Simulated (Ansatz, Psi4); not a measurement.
Psi4 was given this input:
```
memory 2 GB

molecule {
0 1
  C     2.56067389   -0.00775777   -0.23838779
  C     1.10635410    0.24956373   -0.58126604
  S     0.03804887   -0.22478062    0.82901552
  C    -1.55389328    0.47558897    0.27674279
  C    -2.19296169   -0.31591990   -0.84877641
  H     2.85020935    0.56766127    0.63758031
  H     3.19655208    0.27799774   -1.07400280
  H     2.71677553   -1.06199573   -0.02277990
  H     0.93035272    1.30838251   -0.77718921
  H     0.80309992   -0.33853633   -1.44801159
  H    -1.37511004    1.51243661   -0.01120054
  H    -2.18265605    0.45799818    1.16637994
  H    -2.31489538   -1.35557764   -0.55418283
  H    -1.58215306   -0.27895306   -1.74808380
  H    -3.17199533    0.09822634   -1.08263340
}

set basis sto-3g
set scf_type pk
set puream true
set d_convergence 1e-8

energy('scf')
print_variables()
```

Problem. Give the equivalent Ansatz (a first-principles code) input.

Solution. One answer among several that fit: 
Ansatz 0.2 input:
```yaml
crystal:
  periodic: [false, false, false]
  atoms:
    - {symbol: C, position_ang: [2.56067389, -0.00775777, -0.23838779]}
    - {symbol: C, position_ang: [1.10635410, 0.24956373, -0.58126604]}
    - {symbol: S, position_ang: [0.03804887, -0.22478062, 0.82901552]}
    - {symbol: C, position_ang: [-1.55389328, 0.47558897, 0.27674279]}
    - {symbol: C, position_ang: [-2.19296169, -0.31591990, -0.84877641]}
    - {symbol: H, position_ang: [2.85020935, 0.56766127, 0.63758031]}
    - {symbol: H, position_ang: [3.19655208, 0.27799774, -1.07400280]}
    - {symbol: H, position_ang: [2.71677553, -1.06199573, -0.02277990]}
    - {symbol: H, position_ang: [0.93035272, 1.30838251, -0.77718921]}
    - {symbol: H, position_ang: [0.80309992, -0.33853633, -1.44801159]}
    - {symbol: H, position_ang: [-1.37511004, 1.51243661, -0.01120054]}
    - {symbol: H, position_ang: [-2.18265605, 0.45799818, 1.16637994]}
    - {symbol: H, position_ang: [-2.31489538, -1.35557764, -0.55418283]}
    - {symbol: H, position_ang: [-1.58215306, -0.27895306, -1.74808380]}
    - {symbol: H, position_ang: [-3.17199533, 0.09822634, -1.08263340]}
basis:
  gaussian:
    orbitals: STO-3G
hamiltonian:
  xc: hf
accuracy: high
```

Both were run: Psi4 gave -548.637498 Eh and Ansatz -548.637498 Eh, 0.000 mEh apart.
